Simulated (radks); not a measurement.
Question: Coherent X-ray form factor from a spherical all-electron density. Calculated with a radial shooting solver on a logarithmic mesh with Libxc functionals: scalar-relativistic Kohn-Sham, RPBE, spin-polarised, spherical densities, point nucleus.

sin(theta)/lambda (1/angstrom)  f0 (electrons)
0.05                                    74.062
0.1                                     71.545
0.15                                    68.103
0.2                                     64.329
0.25                                    60.574
0.3                                     56.995
0.4                                     50.536
0.5                                     45.005
0.6                                     40.276
0.8                                     32.614
1                                       26.714
1.25                                    21.408
1.5                                     17.986
2                                       14.174

The species is in the configuration that NIST lists as its ground one. Which atom or ion scatters so?

Answer: The osmium ion Os+, [Xe] 4f14 5d6 6s1. Extrapolating in s^2 from the first two rows gives f0(0) = 74.9, near the electron count 75; among species with that count, the fall with angle is slower the higher Z, and the table is that of Z = 76; from so few rows the species is fixed only to a neighbour or two.
